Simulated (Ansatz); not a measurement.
The same ligand exchange along the group F, Cl, Br.

Isolated molecules relaxed with PBE0-D4/def2-TZVP in Ansatz; ΔE leaves out vibrations. CCSD(T)/CBS is the MP2 limit (def2-TZVPP, def2-QZVPP) plus CCSD(T) − MP2 in def2-TZVPP, frozen cores. This one scheme is used for every species. Functionals use def2-TZVPP. For Br outer-core shells are correlated without core-valence functions, which leaves a few kJ/mol of doubt a bond. Scalar relativity is left out up to krypton. Each species was taken in one conformer, which may not be the lowest.

```tsv
reaction	PBE0-D4 (kJ/mol)	ωB97X-V (kJ/mol)	LDA (SPW92) (kJ/mol)	PBE-D4 (kJ/mol)
`CO[Si]F` + `CNC` → `CN(C)[Si]F` + CH₃OH	28	35	25	28
`CO[Si]Cl` + `CNC` → `CN(C)[Si]Cl` + CH₃OH	24	31	21	24
`CO[Si]Br` + `CNC` → `CN(C)[Si]Br` + CH₃OH	25	32	22	24
```

Q: Give the CCSD(T)/CBS values in the same order. (Estimate.)

A: Ansatz gave: 31, 26, 25 kJ/mol.

Largest T1 diagnostic: 0.014, for `CO[Si]F`.
